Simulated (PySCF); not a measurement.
F$_{6}$Ru (SMILES [F][Ru]([F])([F])([F])([F])[F]), triplet, geometry from GFN2-xTB (such geometries of metal compounds can be far from the true shape) (all electrons, no relativity), with bond 2-1 at 1.6 times its length; M062X/3-21G in PySCF.

Input for PySCF:
```python
from pyscf import gto, scf, dft

mol = gto.M(
    atom='''
Ru    0.00000000   -0.00000000    0.00000000
F     1.77991794   -0.71824578   -2.23801066
F    -1.11244871    0.44890361    1.39875666
F    -1.15977093    0.80852538   -1.18186077
F    -0.90164630   -1.59384724   -0.20557649
F     0.90164630    1.59384724    0.20557649
F     1.15977093   -0.80852538    1.18186077
''',
    basis='3-21g',
    spin=2,
    verbose=4,
)

mf = dft.UKS(mol)
mf.xc = 'm062x'
mf.DIIS = scf.EDIIS
mf.kernel()
mf.analyze()
```

It wrote (shortened):

```
PySCF version 2.14.0

[INPUT] verbose = 4
[INPUT] num. atoms = 7
[INPUT] num. electrons = 98
[INPUT] charge = 0
[INPUT] spin (= nelec alpha-beta = 2S) = 2
[INPUT] symmetry False subgroup None
[INPUT] Mole.unit = angstrom
[INPUT] Symbol           X                Y                Z      unit          X                Y                Z       unit  Magmom
[...]
nuclear repulsion = 852.78429681914
number of shells = 44
number of NR pGTOs = 171
number of NR cGTOs = 90
basis = 3-21g
ecp = {}

******** <class 'pyscf.dft.uks.UKS'> ********
method = UKS
initial guess = minao
damping factor = 0
level_shift factor = 0
DIIS = <class 'pyscf.scf.diis.EDIIS'>
diis_start_cycle = 1
diis_space = 8
diis_damp = 0
SCF conv_tol = 1e-09
SCF conv_tol_grad = None
SCF max_cycles = 50
direct_scf = True
direct_scf_tol = 1e-13
number electrons alpha = 50  beta = 48
XC library pyscf.dft.libxc version 7.1.2
    S. Lehtola, C. Steigemann, M. J. T. Oliveira, and M. A. L. Marques,  SoftwareX 7, 1–5 (2018)
XC functionals = m062x
    Y. Zhao and D. G. Truhlar,  Theor. Chem. Acc. 120, 215 (2008)
    Y. Zhao and D. G. Truhlar,  Theor. Chem. Acc. 120, 215 (2008)
radial grids:
    Treutler-Ahlrichs [JCP 102, 346 (1995); DOI:10.1063/1.469408] (M4) radial grids

becke partition: Becke, JCP 88, 2547 (1988); DOI:10.1063/1.454033
pruning grids: <function nwchem_prune>
grids dens level: 3
symmetrized grids: False
atomic radii adjust function: <function treutler_atomic_radii_adjust>
small_rho_cutoff = 0
Set gradient conv threshold to 3.16228e-05
tot grids = 107752
init E= -5010.5442028585

cycle= 1 E= -5016.08633609485  delta_E= -5.54  |g|=  1.9  |ddm|= 2.18

cycle= 2 E= -5000.56595395855  delta_E= 15.5  |g|= 3.89  |ddm|= 4.43
cycle= 3 E= -5016.02589533883  delta_E= -15.5  |g|= 2.45  |ddm|= 4.13

cycle= 4 E= -5014.29772616138  delta_E= 1.73  |g|= 2.47  |ddm|= 2.58
cycle= 5 E= -5015.56112089689  delta_E= -1.26  |g|= 2.35  |ddm|= 1.73
cycle= 6 E= -5015.56112106244  delta_E= -1.66e-07  |g|= 2.35  |ddm|= 1.76e-07
cycle= 7 E= -5016.15607232857  delta_E= -0.595  |g|= 2.02  |ddm|= 0.893
cycle= 8 E= -5015.56112097435  delta_E= 0.595  |g|= 2.35  |ddm|= 0.893
cycle= 9 E= -5015.56112095158  delta_E= 2.28e-08  |g|= 2.35  |ddm|= 2.42e-08
cycle= 10 E= -5015.56112059909  delta_E= 3.52e-07  |g|= 2.35  |ddm|= 3.75e-07

cycle= 11 E= -4996.10639568635  delta_E= 19.5  |g|= 3.65  |ddm|= 4.24
cycle= 12 E= -5015.66871308792  delta_E= -19.6  |g|= 2.48  |ddm|= 4.22

cycle= 13 E= -5014.96110925215  delta_E= 0.708  |g|= 2.51  |ddm|= 0.778
cycle= 14 E= -5015.24695551654  delta_E= -0.286  |g|= 2.45  |ddm|= 0.254
cycle= 15 E= -5015.24695551521  delta_E= 1.33e-09  |g|= 2.45  |ddm|= 1.11e-09
cycle= 16 E= -5015.24695550538  delta_E= 9.83e-09  |g|= 2.45  |ddm|= 8.11e-09
cycle= 17 E= -5015.24695546031  delta_E= 4.51e-08  |g|= 2.45  |ddm|= 3.73e-08
cycle= 18 E= -5015.24695581404  delta_E= -3.54e-07  |g|= 2.45  |ddm|= 2.92e-07
cycle= 19 E= -5015.2469554493  delta_E= 3.65e-07  |g|= 2.45  |ddm|= 3.01e-07

cycle= 20 E= -4994.9813828798  delta_E= 20.3  |g|=  4.2  |ddm|= 4.24
cycle= 21 E= -5015.43428073067  delta_E= -20.5  |g|= 2.56  |ddm|= 4.22

cycle= 22 E= -5015.25510315888  delta_E= 0.179  |g|= 2.58  |ddm|= 0.24

cycle= 23 E= -5015.10927871707  delta_E= 0.146  |g|= 2.56  |ddm|= 0.224
cycle= 24 E= -5015.19460450148  delta_E= -0.0853  |g|= 2.55  |ddm|= 0.0688
cycle= 25 E= -5015.19460438461  delta_E= 1.17e-07  |g|= 2.55  |ddm|= 8.86e-08
cycle= 26 E= -5015.19460441627  delta_E= -3.17e-08  |g|= 2.55  |ddm|= 2.4e-08
cycle= 27 E= -5015.19460449751  delta_E= -8.12e-08  |g|= 2.55  |ddm|= 6.16e-08
cycle= 28 E= -5015.19460453977  delta_E= -4.23e-08  |g|= 2.55  |ddm|= 3.21e-08

cycle= 29 E= -4994.18282872186  delta_E=   21  |g|= 4.32  |ddm|= 4.34

cycle= 30 E= -5015.12454612633  delta_E= -20.9  |g|= 2.58  |ddm|=  4.4

cycle= 31 E= -5015.11592209639  delta_E= 0.00862  |g|= 2.56  |ddm|= 0.18

cycle= 32 E= -5015.1055840093  delta_E= 0.0103  |g|= 2.56  |ddm|= 0.111

cycle= 33 E= -5015.13385958569  delta_E= -0.0283  |g|= 2.56  |ddm|= 0.131

cycle= 34 E= -5015.13385983367  delta_E= -2.48e-07  |g|= 2.56  |ddm|= 1.73e-07

cycle= 35 E= -5015.13385986998  delta_E= -3.63e-08  |g|= 2.56  |ddm|= 2.54e-08

cycle= 36 E= -5015.13385982881  delta_E= 4.12e-08  |g|= 2.56  |ddm|= 2.88e-08

cycle= 37 E= -5015.13385982267  delta_E= 6.14e-09  |g|= 2.56  |ddm|= 4.31e-09

cycle= 38 E= -4993.36880732946  delta_E= 21.8  |g|= 4.39  |ddm|= 4.54

cycle= 39 E= -5014.86407923378  delta_E= -21.5  |g|= 2.59  |ddm|= 4.61

cycle= 40 E= -5015.05553623095  delta_E= -0.191  |g|= 2.56  |ddm|= 0.299

cycle= 41 E= -5015.05553622726  delta_E= 3.7e-09  |g|= 2.56  |ddm|= 2.61e-09

cycle= 42 E= -5015.05553664044  delta_E= -4.13e-07  |g|= 2.56  |ddm|= 2.92e-07

cycle= 43 E= -5015.05553623027  delta_E= 4.1e-07  |g|= 2.56  |ddm|= 2.9e-07

cycle= 44 E= -5015.05553623019  delta_E= 8.91e-11  |g|= 2.56  |ddm|= 5.18e-11

cycle= 45 E= -5015.0555362382  delta_E= -8.01e-09  |g|= 2.56  |ddm|= 5.67e-09

cycle= 46 E= -5015.05553646054  delta_E= -2.22e-07  |g|= 2.56  |ddm|= 1.57e-07

cycle= 47 E= -4993.24452994975  delta_E= 21.8  |g|= 4.38  |ddm|= 4.59

cycle= 48 E= -5014.88251135754  delta_E= -21.6  |g|= 2.57  |ddm|= 4.63

cycle= 49 E= -5015.02819274866  delta_E= -0.146  |g|= 2.55  |ddm|= 0.218

cycle= 50 E= -5015.02819271884  delta_E= 2.98e-08  |g|= 2.55  |ddm|= 2.07e-08
SCF not converged.
SCF energy = -5015.02819271884 after 50 cycles  <S^2> = 2.0144951  2S+1 = 3.0096479
**** SCF Summaries ****
Total Energy =                       -5015.028192718844366
Nuclear Repulsion Energy =             852.784296819139854
One-electron Energy =                -8556.275150078829029
Two-electron Energy =                 2688.462660540844354
Two-electron Coulomb Energy =         2880.666552186595709
DFT Exchange-Correlation Energy =     -192.203891645751270
**** MO energy ****
                             alpha | beta                alpha | beta
[...]
To work with the spin densities directly, `use mulliken_meta_spin()` only printing them here.

 ** Mulliken spin pop alpha/beta on meta-lowdin orthogonal AOs **
 ** Mulliken Spin Density (per AO)  **
spin_pop of  0 Ru 1s        0.00000
spin_pop of  0 Ru 2s        0.00000
spin_pop of  0 Ru 3s        0.00000
spin_pop of  0 Ru 4s       -0.00000
spin_pop of  0 Ru 5s        0.25482
spin_pop of  0 Ru 6s        0.09410
spin_pop of  0 Ru 2px       0.00000
spin_pop of  0 Ru 2py      -0.00000
spin_pop of  0 Ru 2pz       0.00000
spin_pop of  0 Ru 3px       0.00000
spin_pop of  0 Ru 3py      -0.00000
spin_pop of  0 Ru 3pz       0.00000
spin_pop of  0 Ru 4px       0.00036
spin_pop of  0 Ru 4py       0.00003
spin_pop of  0 Ru 4pz       0.00035
spin_pop of  0 Ru 5px       0.03996
spin_pop of  0 Ru 5py       0.00273
spin_pop of  0 Ru 5pz       0.05688
spin_pop of  0 Ru 6px       0.09179
spin_pop of  0 Ru 6py       0.00756
spin_pop of  0 Ru 6pz       0.14950
spin_pop of  0 Ru 3dxy     -0.00000
spin_pop of  0 Ru 3dyz     -0.00000
spin_pop of  0 Ru 3dz^2     0.00000
spin_pop of  0 Ru 3dxz     -0.00000
spin_pop of  0 Ru 3dx2-y2   -0.00000
spin_pop of  0 Ru 4dxy      0.00169
spin_pop of  0 Ru 4dyz      0.01185
spin_pop of  0 Ru 4dz^2     0.52784
spin_pop of  0 Ru 4dxz      0.02422
spin_pop of  0 Ru 4dx2-y2    0.19216
spin_pop of  0 Ru 5dxy      0.00012
spin_pop of  0 Ru 5dyz      0.00017
spin_pop of  0 Ru 5dz^2    -0.00007
spin_pop of  0 Ru 5dxz      0.00222
spin_pop of  0 Ru 5dx2-y2   -0.00000
spin_pop of  1 F 1s        0.00001
spin_pop of  1 F 2s       -0.00004
spin_pop of  1 F 3s        0.00949
spin_pop of  1 F 2px      -0.00051
spin_pop of  1 F 2py      -0.00000
spin_pop of  1 F 2pz      -0.00087
spin_pop of  1 F 3px       0.00140
spin_pop of  1 F 3py       0.00008
spin_pop of  1 F 3pz       0.00215
spin_pop of  2 F 1s       -0.00000
spin_pop of  2 F 2s        0.00585
spin_pop of  2 F 3s        0.00399
spin_pop of  2 F 2px       0.06287
spin_pop of  2 F 2py       0.00160
spin_pop of  2 F 2pz       0.06889
spin_pop of  2 F 3px       0.00061
spin_pop of  2 F 3py       0.00001
spin_pop of  2 F 3pz       0.00083
spin_pop of  3 F 1s       -0.00000
spin_pop of  3 F 2s        0.00523
spin_pop of  3 F 3s        0.00109
spin_pop of  3 F 2px       0.03166
spin_pop of  3 F 2py       0.01143
spin_pop of  3 F 2pz       0.05883
spin_pop of  3 F 3px      -0.00029
spin_pop of  3 F 3py      -0.00018
spin_pop of  3 F 3pz       0.00024
spin_pop of  4 F 1s       -0.00000
spin_pop of  4 F 2s        0.00614
spin_pop of  4 F 3s        0.00116
spin_pop of  4 F 2px       0.02270
spin_pop of  4 F 2py       0.01188
spin_pop of  4 F 2pz       0.04232
spin_pop of  4 F 3px      -0.00015
spin_pop of  4 F 3py       0.00020
spin_pop of  4 F 3pz      -0.00015
spin_pop of  5 F 1s       -0.00000
spin_pop of  5 F 2s        0.00614
spin_pop of  5 F 3s        0.00116
spin_pop of  5 F 2px       0.03104
spin_pop of  5 F 2py       0.01235
spin_pop of  5 F 2pz       0.03397
spin_pop of  5 F 3px       0.00003
spin_pop of  5 F 3py      -0.00002
spin_pop of  5 F 3pz      -0.00010
spin_pop of  6 F 1s       -0.00000
spin_pop of  6 F 2s        0.00523
spin_pop of  6 F 3s        0.00108
spin_pop of  6 F 2px       0.04487
spin_pop of  6 F 2py       0.01257
spin_pop of  6 F 2pz       0.04524
spin_pop of  6 F 3px       0.00013
spin_pop of  6 F 3py      -0.00001
spin_pop of  6 F 3pz      -0.00036
 ** Mulliken Spin Density (per atom)  **
spin density of  0 Ru =      1.45826
spin density of  1 F =      0.01169
spin density of  2 F =      0.14465
spin density of  3 F =      0.10800
spin density of  4 F =      0.08410
spin density of  5 F =      0.08456
spin density of  6 F =      0.10875
 ** Mulliken pop alpha/beta on meta-lowdin orthogonal AOs **
 ** Mulliken pop       alpha | beta **
In total            50.00000 | 48.00000
 ** Mulliken atomic charges   ( Nelec_alpha | Nelec_beta ) **
charge of  0Ru =      3.13834  (    21.15996     19.70170 )
charge of  1F =     -1.01678  (     5.01424      5.00255 )
charge of  2F =     -0.26948  (     4.70706      4.56242 )
charge of  3F =     -0.53117  (     4.81958      4.71158 )
charge of  4F =     -0.39401  (     4.73905      4.65496 )
charge of  5F =     -0.39393  (     4.73924      4.65469 )
charge of  6F =     -0.53297  (     4.82086      4.71211 )
Dipole moment(X, Y, Z, Debye): -13.32871,  5.38167, 16.72341
```

Convergence was not reached.
